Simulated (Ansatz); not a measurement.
`C[O][In]([SH])[SH]` + H₂S → `[SH][In]([SH])[SH]` + CH₃OH  (ligand exchange at the In–O bond)

Calculated with Ansatz (gas phase, PBE0-D4/def2-TZVP geometries, no zero-point term in ΔE). CCSD(T)/CBS adds triple-zeta CCSD(T) − MP2 to the extrapolated MP2 energy (def2 sets, frozen cores). This one scheme is used for every species. Functionals use def2-TZVPP. HSE06 is defined as in plane-wave codes. def2 core potentials past Kr. For In outer-core shells are correlated without core-valence functions, which leaves a few kJ/mol of doubt a bond. Each species was taken in one conformer, which may not be the lowest.

| level | ΔE (kJ/mol) | difference from CCSD(T)/CBS |
| --- | --- | --- |
| LDA (SPW92) | -67.8 | -3.0 |
| revPBE-D4 | -65.5 | -0.7 |
| PBE0-D4 | -75.4 | -10.6 |
| HSE06-D4 | -75.9 | -11.1 |
| ωB97X-V | -65.2 | -0.4 |
| PBE-QIDH | -75.1 | -10.3 |
| PBE | -68.3 | -3.5 |
| r2SCAN0 | -75.0 | -10.2 |
| HSE06 | -76.5 | -11.7 |
| HF/def2-SVP | -77.0 | -12.2 |
| MP2/def2-SVP | -60.4 | 4.4 |
| HF/def2-TZVPP | -77.0 | -12.2 |
| CCSD(T)/def2-TZVPP | -65.0 | -0.2 |
| HF/def2-QZVPP | -75.5 | -10.7 |
| HF/CBS(def2) | -75.3 | -10.5 |
| CCSD/CBS(def2) | -66.7 | -1.9 |
| CCSD(T)/CBS | -64.8 | 0 |

Largest T1 diagnostic among the species: 0.015.

At CCSD(T), def2-SVP lies +5.2 kJ/mol from the extrapolated value and def2-TZVPP −0.2 kJ/mol. From BLYP to BHLYP (50 % exact exchange), in def2-TZVPP and without D4, ΔE moves by −11.7 kJ/mol. In def2-TZVPP, CCSD(T) changes the Hartree–Fock value by +12.0 kJ/mol (the triples alone add +1.9 kJ/mol) and MP2 by +8.1 kJ/mol.
